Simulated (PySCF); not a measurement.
```xyz
3
charge 0 multiplicity 1, angstrom
Lu    0.0000    0.0000   -0.0481
O     0.0000    0.0000   -1.8830
F     0.0000    0.0000    2.0234
```

Computed with PySCF, B3LYP, basis Lu def2-SVP with ECP28, O def2-SVP, F def2-SVP (scalar-relativistic core potentials, no spin–orbit coupling, density fitting).

This geometry of LuOF is a stationary point at this level.

Question: What is the point group?

Answer: C∞v.

Question: Is it a minimum?

Answer: No: it has 2 imaginary modes (one degenerate set), at 171i cm⁻¹ (π).

Question: List the harmonic modes with their infrared intensities.

Answer: 
| symmetry | ω (cm⁻¹) | IR (km/mol, summed over degenerate members) | type |
| --- | --- | --- | --- |
| π | 171i | – | bend |
| σ+ | 508 | 132 | stretch |
| σ+ | 812 | 163 | stretch |

Question: What are the dipole moment and the gap between the highest occupied and lowest empty levels?

Answer: 2.48 D and 2.38 eV.

Question: Give the atomic charges and bond orders.

Answer: 
| atom | Mulliken | Löwdin | polar tensor | Mayer order to Lu1 |
| --- | --- | --- | --- | --- |
| Lu1 | 1.08 | 0.64 | 2.21 | – |
| O2 | -0.58 | -0.32 | -1.28 | 2.16 |
| F3 | -0.50 | -0.32 | -0.93 | 0.88 |

In C∞v the vibrations span π + 2σ+.

Only a few start shapes were tried, so a lower isomer may exist. At this level a singlet minimum of Cs symmetry lies 87 kJ/mol below this structure.
